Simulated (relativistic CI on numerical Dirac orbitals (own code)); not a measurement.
# Pd3+: resonant inelastic scattering at the M2,3 edge

Computed with this model: Dirac-Coulomb-Breit CI, orbitals from a KLI potential per configuration, QED by a radiative potential, valence Slater integrals scaled by 0.8, Kramers-Heisenberg scattering through one core-hole configuration in a parametric crystal field; configurations [Kr] 4d7 → [Ne] 3s2 3p5 3d10 4s2 4p6 4d8; 10 K; core-hole width 3 eV; summed over polarisations. Incident energies are the highest absorption maxima for each field (at most a few, so the weaker spin-orbit partner edge can be absent), on the computed scale of the free ion. Intensities are in per cent of the strongest line above 0.02 eV; levels within 1 cm⁻¹ are merged; final levels count from the ground level, the first row holds all elastic scattering, lines under 0.4 are left out and each table stops after 24 rows. The scale of the Slater integrals is a model choice and moves the terms in proportion.

Field parameters in Wybourne normalisation: Oh B⁴₀ = 21Dq, B⁴₄ = √(5/14) B⁴₀. The field is a parameter set, without covalency.

S is read from ⟨S²⟩ = S(S + 1).

Oh, 10Dq = 6000 cm⁻¹:

```tsv
Final level (eV)	Degeneracy	Irrep	S	537.3 eV
0.000	2	Γ6	1.49	455.5
0.097	4	Γ8	1.48	100.0
0.265	4	Γ8	1.47	26.6
0.404	2	Γ7	1.49	6.8
0.854	4	Γ8	1.45	19.1
0.880	2	Γ6	1.49	20.2
0.952	4	Γ8	1.48	10.9
1.413	4	Γ8	0.59	6.0
1.696	4	Γ8	1.45	6.5
1.870	4	Γ8	0.61	14.5
2.010	4	Γ8	0.87	3.3
2.083	2	Γ7	1.00	6.5
2.084	2	Γ6	0.53	5.5
2.155	4	Γ8	1.00	9.6
2.205	4	Γ8	1.38	19.7
2.242	2	Γ7	1.14	0.9
2.315	2	Γ6	1.14	1.6
2.438	2	Γ6	0.78	9.5
2.630	4	Γ8	0.93	7.0
2.778	2	Γ7	0.54	6.5
2.841	2	Γ6	0.76	2.5
2.850	4	Γ8	0.52	5.9
2.897	2	Γ6	0.54	2.0
2.961	4	Γ8	0.64	3.6
```

Oh, 10Dq = 13500 cm⁻¹:

```
Final level (eV)  Degeneracy  Irrep     S  537.8 eV
           0.000           2     Γ6  1.49     567.6
           0.069           4     Γ8  1.34     100.0
           0.190           4     Γ8  1.35      53.1
           0.379           2     Γ7  1.50      17.9
           0.665           4     Γ8  0.95      21.9
           1.544           4     Γ8  1.16      38.8
           1.675           2     Γ6  1.41      54.8
           1.709           4     Γ8  1.42      40.8
           1.751           2     Γ7  1.30       1.5
           1.924           4     Γ8  0.77       5.6
           2.070           2     Γ6  0.66       1.3
           2.148           4     Γ8  0.88      26.0
           2.165           2     Γ7  0.84       7.7
           2.403           4     Γ8  0.72      12.9
           2.579           2     Γ6  0.61       3.6
           2.956           2     Γ7  1.42       6.7
           2.978           4     Γ8  1.46      27.1
           3.200           4     Γ8  1.30      11.2
           3.203           2     Γ6  1.23      16.1
           3.328           4     Γ8  1.21       3.3
           3.426           2     Γ7  0.61       9.5
           3.448           2     Γ6  0.82      12.7
           3.589           4     Γ8  0.97       1.8
           3.721           4     Γ8  0.57      14.6
```

Oh, 10Dq = 21000 cm⁻¹:

```tsv
Final level (eV)	Degeneracy	Irrep	S	537.8 eV	566.5 eV
0.000	4	Γ8	0.63	327.7	21.8
0.541	2	Γ6	1.49	6.5	0.2
0.668	4	Γ8	1.48	32.3	2.1
0.901	2	Γ7	1.50	6.9	1.0
0.950	4	Γ8	1.44	14.3	8.0
2.286	4	Γ8	0.60	100.0	2.9
2.478	4	Γ8	0.58	69.1	10.6
2.502	2	Γ6	0.56	21.5	9.1
2.529	2	Γ7	0.58	13.9	7.9
2.994	4	Γ8	0.65	33.9	9.7
3.128	2	Γ6	1.12	7.4	4.3
3.150	4	Γ8	1.46	2.8	0.7
3.207	2	Γ6	1.01	9.0	3.1
3.312	4	Γ8	1.39	1.5	0.5
4.201	2	Γ7	1.02	12.9	1.1
4.309	4	Γ8	1.17	6.0	4.2
4.492	4	Γ8	1.20	2.9	2.3
4.532	2	Γ7	1.13	1.9	0.5
4.591	4	Γ8	1.25	1.2	1.8
5.133	4	Γ8	0.55	0.5	0.3
5.345	4	Γ8	0.59	1.7	1.3
5.487	4	Γ8	0.81	2.6	2.7
5.516	2	Γ7	0.50	6.9	1.9
5.954	4	Γ8	1.13	0.6	1.1
```

For the first field the strongest loss at the lowest incident energy is the level at 0.10 eV (S = 1.48, against 1.49 in the thermal ground state). Levels of other spin, the first over 8 % at 1.87 eV, appear because spin-orbit coupling of the core hole, and in heavier ions of the valence shell too, mixes spins.
